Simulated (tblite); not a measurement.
Species: C5H9N2P.
SMILES: `Cc1nn(C)c(C)p1`

Computed values, GFN2-xTB/tblite, gas phase, harmonic and unscaled. Errors from tens to a few hundred cm⁻¹ against measured bands are possible.

Harmonic wavenumbers (cm⁻¹): 42.8, 119.6, 136.7, 169.9, 190.6, 246.2, 271.5, 320.7, 391.7, 476.2, 484.9, 557.6, 622.4, 699.5, 747.1, 922.3, 997.5, 1019.9, 1023.7, 1056.3, 1095.2, 1112.5, 1230.8, 1256.3, 1340.0, 1383.6, 1391.8, 1402.1, 1420.9, 1454.4, 1463.3, 1466.0, 1466.3, 1475.8, 1477.6, 1515.8, 2973.6, 2974.8, 2986.6, 2991.5, 3000.1, 3013.2, 3044.0, 3049.3, 3052.0.

A = 2886, B = 1570, C = 1036 MHz; mass 128.050 u (most abundant isotopes); point group Cs, symmetry number 1.

Question: What is the zero-point energy?

Answer: Half the sum of the wavenumbers: 29767 cm⁻¹ = 85.11 kcal/mol.

Question: Entropy at 273.15 K, 1 bar (ideal gas, RRHO, classical rotation)?

Answer: Translation 40.05, rotation 28.36, vibration 22.94: S = 91.3 cal/(mol K).

Question: And Cp and H(273.15 K) − H(0)?

Answer: Cp = 32.25 cal/(mol K), of which vibrations give 24.30 (their classical limit is 45 R = 89.4); H(273.15 K) − H(0) = 5.57 kcal/mol without the zero-point energy, 3.39 from vibrations.

Question: Which modes carry the vibrational entropy at 273.15 K?

Answer: 42.8 cm⁻¹: 4.95; 119.6 cm⁻¹: 2.94; 136.7 cm⁻¹: 2.68; 169.9 cm⁻¹: 2.27; 190.6 cm⁻¹: 2.06; 246.2 cm⁻¹: 1.60 cal/(mol K); the other 39 give 6.43 together.

Question: How do the functions run with temperature in this model?

Answer: 
```tsv
T (K)	S (cal/(mol K))	Cp (cal/(mol K))	H − H(0) (kcal/mol)	G − H(0) (kcal/mol)	ln q(vib)
50	57.3	11.9	0.47	-2.39	0.41
100	67.3	17.5	1.21	-5.51	1.35
298.15	94.3	34.3	6.40	-21.70	5.86
373.15	102.6	40.5	9.20	-29.09	7.56
500	115.8	50.0	14.96	-42.96	10.39
750	138.9	63.8	29.32	-74.88	15.78
1000	158.6	73.0	46.49	-112.14	20.82
```

q(vib) and H(0) count from the zero-point level.

Hindered rotation and anharmonicity are outside this model.

On Arm Neoverse V2, one thread, shared host with 96 logical CPUs at a one-minute load of 35, this took 0.44 s of wall time. The figure is for the frequency step alone.
